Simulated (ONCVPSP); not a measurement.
Plane-wave convergence, ONCV potential for Mo

ONCVPSP 4.0.1 input, shortened (lines: element, Z, core and valence counts, functional; n l f; lmax; l rc ep ncon nbas qcut; lloc lpopt rc5 dvloc0; l nproj debl; icmod fcfact rcfact), BLYP, scalar-relativistic:

```
  Mo 42.00    6    4  -106131      upf
    1    0    2.00
    2    0    2.00
    2    1    6.00
    3    0    2.00
    3    1    6.00
    3    2   10.00
    4    0    2.00
    4    1    6.00
    4    2    5.00
    5    0    1.00
    3
    0    2.15    0.00    4    7    6.10
    1    1.70    0.00    3    7    9.80
    2    1.80    0.00    5    9    4.80
    3    1.85    0.03    3    7    6.90
    4    5    1.35    4.00
    0    2    0.60
    1    1    3.20
    2    2    3.80
    3    2    3.30
    3    5.00    1.25
```

Problem. For each optimised wave give the share of its norm inside rc, the residual kinetic energy above qcut (Ha) and the cutoffs (Ha) for errors of 10, 1, 0.1 and 0.01 mHa per electron.

Solution.

| wave | norm inside rc | residual KE | 10 mHa | 1 mHa | 0.1 mHa | 0.01 mHa |
| --- | --- | --- | --- | --- | --- | --- |
| 4s | 0.987 | 2.3e-07 | 4.5 | 8.3 | 12.8 | 15.4 |
| 5s | 0.111 | 1.7e-06 | 3.6 | 9.2 | 13.7 | 16.6 |
| 4p | 0.856 | 1.7e-08 | 17.3 | 26.8 | 33.3 | 38.1 |
| 4d | 0.510 | 1.8e-02 | 13.1 | 67.4 | 87.6 | 97.3 |
| d projector 2 | 0.100 | 6.9e-02 | 15.9 | 31.7 | 84.0 | 105.9 |
| f projector 1 | 0.000 | 1.2e-05 | 0.0 | 0.1 | 0.2 | 44.6 |
| f projector 2 | 0.180 | 3.2e-03 | 21.6 | 33.6 | 79.2 | 128.1 |

The occupied waves need 67 Ha and 88 Ha for 1 and 0.1 mHa. Rows with under 1 % of the norm inside rc give no meaningful cutoff.
